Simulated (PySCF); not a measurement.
Zn(I)(GeH3) (GeH3IZn), SMILES [GeH3][Zn][I].

Coordinates come from a PBE0-D3(BJ)/def2-SVP optimisation. The structure was generated by enumeration; whether it is a known compound was not checked. The def2 effective core potentials stand for the cores of I; spin–orbit coupling is left out.

Method: ωB97X/def2-TZVPD (PySCF).

Symmetry labels are those of the subgroup Cs that the program uses (full group C3v).

Computed valence orbital energies around the gap with their symmetry:
```tsv
orbital	symmetry	energy (eV)
HOMO−7	A"	-17.86
HOMO−6	A'	-17.60
HOMO−5	A"	-12.20
HOMO−4	A'	-12.20
HOMO−3	A'	-12.19
HOMO−2	A'	-9.97
HOMO−1	A"	-9.83
HOMO	A'	-9.83
LUMO	A'	0.50
LUMO+1	A"	0.50
LUMO+2	A'	0.66
LUMO+3	A'	1.45
```
